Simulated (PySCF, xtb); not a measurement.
Si(H)(NCO)(OH)2 (CH3NO3Si), SMILES O=C=N[SiH](O)O. One conformer was computed; it need not be the lowest.

Harmonic wavenumbers (cm⁻¹) from GFN2-xTB (xtb) at its own minimum, in rising order: 50, 88, 152, 231, 249, 305, 329, 505, 508, 645, 655, 702, 798, 818, 901, 969, 1507, 2384, 2506, 3656, 3695.

What does B3LYP-D3(BJ)/def2-SVP (PySCF) give at its own minimum? (Estimate from the structure and the level; the computed values follow.)

53, 58, 152, 202, 290, 337, 374, 583, 620, 624, 769, 786, 847, 886, 911, 983, 1518, 2325, 2446, 3871, 3883. Paired by order, the mean absolute difference is 60 cm⁻¹ and the zero-point energies are 31.0 and 32.2 kcal/mol.
